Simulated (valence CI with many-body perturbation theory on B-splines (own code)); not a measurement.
Results of a calculation; reference values are marked as such.
## Ladder of approximations for Ag IX

Level of theory: valence CI with perturbative core correlation (CI+MBPT): three valence electrons over a frozen Dirac-Fock core [Kr], radial functions for each j: 9 s, 9 p, 10 d, 8 f, 5 g, 3 h, 1 i, with the one-electron correlation potential Σ1 (screened to all orders), the two-electron term Σ2, the three-electron term Σ3, Breit, model QED; selected single and double excitations, second order for the rest, scaled by the run's own slope (own B-spline code, finite nucleus).

No measured levels were compared; by estimate terms of the open shell hold to 2 to 4 % of their energy, and close levels can change places; different configurations can be misplaced against each other by 1,000 to 8,000 cm⁻¹. Core correlation moves these levels by up to 15000 cm⁻¹, and in measured spectra 5 to 20 % of such shifts remained as error; rates that hang on mixing are uncertain with them. The list stops below the first excitations out of the core. Only levels of the ground parity were solved; by the run's estimate the other parity begins above the list, which can be wrong where configurations are misplaced.

Each rung adds one term. CI alone is the Dirac-Coulomb CI over the frozen core; QED comes last and gives the full result, which names the levels. Energies are above 4d3 4F_3/2 on the same rung, in cm⁻¹.

Names give the largest LS component (configuration and term), which can be under half, so a name can repeat, a term be missing and a line seem to break the LS rules; names also repeat where a configuration has a term twice. Letters in brackets count levels of one name in rising energy.

```tsv
Level	CI alone
4d3 4F_5/2	3011
4d3 4F_7/2	6384
4d3 4F_9/2	9765
4d3 4P_3/2	18247
4d3 4P_1/2	19183
4d3 2G_7/2	23393
4d3 2G_9/2	24839
4d3 4P_5/2	23736
4d3 2D_3/2 [a]	27421
4d3 2P_1/2	28627
4d3 2H_11/2	33448
4d3 2H_9/2	33801
4d3 2D_5/2 [a]	33968
4d3 2P_3/2	36272
4d3 2F_7/2	47171
4d3 2F_5/2	47734
```

(1) What do these energies become with core correlation, Breit and QED?

(2) How does the ionisation energy move along the ladder, and which term matters most?

Answers

(1) 4d3 4F_5/2 3108 (+97); 4d3 4F_7/2 6530 (+147); 4d3 4F_9/2 9877 (+112); 4d3 4P_3/2 18023 (-224); 4d3 4P_1/2 18796 (-388); 4d3 2G_7/2 22008 (-1385); 4d3 2G_9/2 22985 (-1853); 4d3 4P_5/2 23393 (-343); 4d3 2D_3/2 [a] 27675 (+254); 4d3 2P_1/2 29329 (+701); 4d3 2H_11/2 30810 (-2638); 4d3 2H_9/2 31866 (-1935); 4d3 2D_5/2 [a] 33918 (-49); 4d3 2P_3/2 37228 (+957); 4d3 2F_7/2 44648 (-2522); 4d3 2F_5/2 45244 (-2490).

(2) CI alone 143.49, + Σ1 145.34, + Σ2 146.41, + Σ3 146.41, + Breit 146.40, + QED 146.41 eV. The largest step is Σ1, 1.85 eV. NIST lists 145.1 ± 2.2 eV (theoretical).
